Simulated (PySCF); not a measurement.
# Removing the step error of a finite difference

System: CH6OSeSi (SMILES CO[Se][SiH3]), singlet, geometry from GFN2-xTB. Level: PBE0/6-31G, polarisability run with PySCF. Sums are taken with unrounded values, so a last digit can differ.

Second differences of the energy in a field along z gave a polarisability along z of 58.469 bohr³ at step 0.005 and 58.579 bohr³ at step 0.02 (atomic units).

Task: Extrapolate to zero step.

Result: The leading error of a symmetric difference goes as h², so A(h) = A0 + c h². Then c = (58.579 - (58.469))/(0.02² - 0.005²) = 292 (atomic units) and A0 = 58.469 - c × 0.005² = 58.462 bohr³. The analytic value from the same program and level is 58.462 bohr³: the smaller step missed it by 0.007, the extrapolation by 0.000.
